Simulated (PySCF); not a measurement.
PySCF input file for Sn(NH2)2 (H₄N₂Sn), SMILES [NH2][Sn][NH2] (connectivity only; charge and spin as stated), neutral, multiplicity 1, TDDFT-PBE0/def2-SVPD. Coordinates come from a B3LYP-D3(BJ)/def2-SVP optimisation. The def2 effective core potentials stand for the cores of Sn; spin–orbit coupling is left out. The values are those of a single conformer.

```python
import numpy as np
from pyscf import gto, scf, dft, tdscf

mol = gto.M(
    atom='''
    Sn    0.00000000   -0.00000000   -0.39307654
    N    -0.00000000    1.49748210    1.00683140
    H     0.00000000    2.48375099    0.76231836
    H     0.00000000    1.37446403    2.01677522
    N    -0.00000000   -1.49748210    1.00683141
    H     0.00000000   -1.37446401    2.01677523
    H     0.00000000   -2.48375097    0.76231838
    ''',
    basis='def2-SVPD',
    ecp={'Sn': 'def2-svp'},
    charge=0,
    spin=0,
    symmetry=True,
    max_memory=1600,
    verbose=4,
)
mf = dft.RKS(mol, xc='pbe0').density_fit(auxbasis='def2-universal-jkfit')
mf.grids.level = 3
mf.conv_tol = 1e-9
mf.max_cycle = 100
mf.kernel()
mf.grids = dft.Grids(mol).set(level=1).build(with_non0tab=True)  # coarser grid for the response kernel
td = tdscf.TDDFT(mf)
td.singlet = True
td.nstates = 10
td.conv_tol = 1e-4
td.kernel(x0=td.get_init_guess(mf, 15))
td.analyze()
tt = tdscf.TDA(mf)
tt.singlet = False
tt.nstates = 4
tt.conv_tol = 1e-4
tt.kernel(x0=tt.get_init_guess(mf, 9))
tt.analyze(verbose=3)
```

Program output:

```
PySCF version 2.14.0

[INPUT] verbose = 4
[INPUT] num. atoms = 7
[INPUT] num. electrons = 40
[INPUT] charge = 0
[INPUT] spin (= nelec alpha-beta = 2S) = 0
[INPUT] symmetry True subgroup None
[INPUT] Mole.unit = angstrom
[INPUT] Symbol           X                Y                Z      unit          X                Y                Z       unit  Magmom
[INPUT]  1 Sn     0.000000000000   0.000000000000  -0.393076540000 AA    0.000000000000   0.000000000000  -0.742807006592 Bohr   0.0
[INPUT]  2 N      0.000000000000   1.497482100000   1.006831400000 AA    0.000000000000   2.829831045439   1.902635599612 Bohr   0.0
[INPUT]  3 H      0.000000000000   2.483750990000   0.762318360000 AA    0.000000000000   4.693609132717   1.440572920128 Bohr   0.0
[INPUT]  4 H      0.000000000000   1.374464030000   2.016775220000 AA    0.000000000000   2.597360584766   3.811152820609 Bohr   0.0
[INPUT]  5 N      0.000000000000  -1.497482100000   1.006831410000 AA    0.000000000000  -2.829831045439   1.902635618510 Bohr   0.0
[INPUT]  6 H      0.000000000000  -1.374464010000   2.016775230000 AA    0.000000000000  -2.597360546971   3.811152839507 Bohr   0.0
[INPUT]  7 H      0.000000000000  -2.483750970000   0.762318380000 AA    0.000000000000  -4.693609094923   1.440572957922 Bohr   0.0

nuclear repulsion = 125.114289710959
point group symmetry = C2v
symmetry origin: [ 0.00000000e+00  1.11160359e-09 -3.89061252e-09]
symmetry axis x: [-1. -0. -0.]
symmetry axis y: [ 0.00000000e+00  1.00000000e+00 -6.91333545e-09]
symmetry axis z: [0.00000000e+00 6.91333545e-09 1.00000000e+00]
num. orbitals of irrep A1 = 41
num. orbitals of irrep A2 = 13
num. orbitals of irrep B1 = 17
num. orbitals of irrep B2 = 33
number of shells = 44
number of NR pGTOs = 167
number of NR cGTOs = 104
basis = def2-SVPD
ecp = {'Sn': 'def2-svp'}


[settings echo left out]
init E= -302.769214733676
HOMO (A2) = -0.669252311140634  LUMO (B1) = -0.62300388115193  gap/eV = 1.25848
cycle= 1 E= -324.386325357052  delta_E= -21.6  |g|= 2.62  |ddm|= 12.8
HOMO (A1) = -0.0539395382068406  LUMO (B2) = -0.00987562748550275  gap/eV = 1.19904
cycle= 2 E= -322.695384663658  delta_E= 1.69  |g|= 3.61  |ddm|= 14.9
HOMO (A2) = -0.217116252420817  LUMO (B1) = -0.0540703039304962  gap/eV = 4.43671
cycle= 3 E= -326.011579070487  delta_E= -3.32  |g|= 0.282  |ddm|= 12.1
HOMO (A1) = -0.251814168076484  LUMO (B1) = -0.0479346431043814  gap/eV = 5.54784
cycle= 4 E= -326.011565929629  delta_E= 1.31e-05  |g|= 0.329  |ddm|= 0.735
HOMO (A2) = -0.237676018156754  LUMO (B1) = -0.040721990028401  gap/eV = 5.35939
cycle= 5 E= -326.038474544706  delta_E= -0.0269  |g|= 0.0684  |ddm|= 0.347
HOMO (A2) = -0.243867770030686  LUMO (B1) = -0.0467572773066345  gap/eV = 5.36365
cycle= 6 E= -326.039609802657  delta_E= -0.00114  |g|= 0.00561  |ddm|= 0.0737
HOMO (A2) = -0.243815189780316  LUMO (B1) = -0.0472349617289192  gap/eV = 5.34922
cycle= 7 E= -326.039618033332  delta_E= -8.23e-06  |g|= 0.00105  |ddm|= 0.0133
HOMO (A2) = -0.243985415834592  LUMO (B1) = -0.0470859672691115  gap/eV = 5.35791
cycle= 8 E= -326.039618516472  delta_E= -4.83e-07  |g|= 0.000326  |ddm|= 0.00215
HOMO (A2) = -0.24395515440538  LUMO (B1) = -0.0470975049178164  gap/eV = 5.35677
cycle= 9 E= -326.039618546706  delta_E= -3.02e-08  |g|= 5.58e-05  |ddm|= 0.000519
HOMO (A2) = -0.243948068401576  LUMO (B1) = -0.047095519887923  gap/eV = 5.35663
cycle= 10 E= -326.039618547655  delta_E= -9.49e-10  |g|= 1.04e-05  |ddm|= 0.000142
HOMO (A2) = -0.243947427450883  LUMO (B1) = -0.0470963879790753  gap/eV = 5.35659
Extra cycle  E= -326.039618547667  delta_E= -1.3e-11  |g|= 7.2e-06  |ddm|= 2.72e-05
converged SCF energy = -326.039618547667
tot grids = 28160


******** <class 'pyscf.tdscf.rks.TDDFT'> for <class 'pyscf.df.df_jk.DFSymAdaptedRKS'> ********
nstates = 10 singlet
deg_eia_thresh = 1.000e-03
wfnsym = None
conv_tol = 0.0001
eigh lindep = 1e-12
eigh level_shift = 0
eigh max_cycle = 100


Excitation energies (eV)
[4.53560045 4.83536324 5.40632774 5.44987276 5.87711744 6.33893719
 6.42554715 6.72443996 6.72881952 6.86895633]

** Singlet excitation energies and oscillator strengths **
Excited State   1:   B2      4.53560 eV    273.36 nm  f=0.0414
      19 -> 22       -0.12109
      20 -> 21        0.69337
Excited State   2:   B1      4.83536 eV    256.41 nm  f=0.0907
      19 -> 21        0.69977
Excited State   3:   A1      5.40633 eV    229.33 nm  f=0.0453
      18 -> 21       -0.68775
      19 -> 23        0.11422
Excited State   4:   B1      5.44987 eV    227.50 nm  f=0.0310
      20 -> 22        0.69978
Excited State   5:   A2      5.87712 eV    210.96 nm  f=0.0000
      18 -> 22        0.18081
      20 -> 23        0.67153
      20 -> 24        0.10566
Excited State   6:   A2      6.33894 eV    195.59 nm  f=0.0000
      18 -> 22       -0.67863
      20 -> 23        0.17365
Excited State   7:   B2      6.42555 eV    192.96 nm  f=0.4384
      19 -> 22        0.68908
      20 -> 21        0.11225
Excited State   8:   A2      6.72444 eV    184.38 nm  f=0.0000
      20 -> 23        0.11011
      20 -> 24       -0.68650
Excited State   9:   A1      6.72882 eV    184.26 nm  f=0.0365
      19 -> 23        0.69198
Excited State  10:   B1      6.86896 eV    180.50 nm  f=0.1208
      18 -> 23       -0.68255
      20 -> 26       -0.13708

** Transition electric dipole moments (AU) **
state          X           Y           Z        Dip. S.      Osc.
  1         0.0000      0.6102     -0.0000      0.3724      0.0414
  2         0.8750      0.0000      0.0000      0.7656      0.0907
  3         0.0000     -0.0000     -0.5851      0.3423      0.0453
  4        -0.4820      0.0000     -0.0000      0.2323      0.0310
  5        -0.0000     -0.0000      0.0000      0.0000      0.0000
  6         0.0000     -0.0000      0.0000      0.0000      0.0000
  7        -0.0000      1.6687     -0.0000      2.7846      0.4384
  8         0.0000      0.0000      0.0000      0.0000      0.0000
  9        -0.0000     -0.0000      0.4706      0.2214      0.0365
 10         0.8473     -0.0000      0.0000      0.7180      0.1208

WARN: ECP detected. Skipping calculation of transition velocity and magnetic dipole moments, which have not yet been implemented.



******** <class 'pyscf.tdscf.rks.TDA'> for <class 'pyscf.df.df_jk.DFSymAdaptedRKS'> ********
nstates = 4 triplet
deg_eia_thresh = 1.000e-03
wfnsym = None
conv_tol = 0.0001
eigh lindep = 1e-12
eigh level_shift = 0
eigh max_cycle = 100


Excitation energies (eV)
[3.43452969 3.52155707 4.23694975 4.99023698]

** Triplet excitation energies and oscillator strengths **
Excited State   1:   B1      3.43453 eV    360.99 nm  f=0.0000
Excited State   2:   B2      3.52156 eV    352.07 nm  f=0.0000
Excited State   3:   A1      4.23695 eV    292.63 nm  f=0.0000
Excited State   4:   B2      4.99024 eV    248.45 nm  f=0.0000
```

The calculation finished and met its thresholds.
